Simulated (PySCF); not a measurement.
**How methods differ on the ionisation energy of Kr²⁰⁺**

Kr²⁰⁺ [Ne] 3s2 3p4 (3P) → Kr²¹⁺ [Ne] 3s2 3p3 (4S), as a difference of total energies. Calculation: PySCF 2.14, in an even-tempered Gaussian basis (17 s from 1.7 bohr⁻², ratio 2.5; 11 p from 2.2 bohr⁻², ratio 2.5; 5 d from 12 bohr⁻², ratio 2.7; 4 f from 18 bohr⁻², ratio 2.7); no relativity, point nucleus. Correlated levels: outer shells: 1s2 frozen; virtual orbitals above 40 to 60 times the deepest correlated orbital energy dropped. The calculations carry no spin-orbit coupling.

| method | ionisation energy (eV) |
| --- | --- |
| UHF | 875.39 |
| LDA | 877.82 |
| PBE | 877.95 |
| PBE0 | 877.78 |
| r2SCAN | 877.59 |
| B97-3 | 877.96 |
| BP86 | 878.49 |
| MP2 (outer shells) | 876.38 |
| SCS-MP2 (outer shells) | 876.39 |

**Question.** How much does correlation contribute at MP2 (outer shells)?

**Answer.** 876.38 − (875.39) = 0.99 eV, measured against UHF.

Spin-orbit coupling is strong in these open shells (close to jj coupling). The scalar numbers leave it out and a first-order estimate fails, so it can dominate the gap to the real levels.

The gap to the reference is mostly relativistic.

For comparison: 882.8 ± 1.3 eV (semi-empirical (NIST evaluation); NIST Atomic Spectra Database, ionization energies).
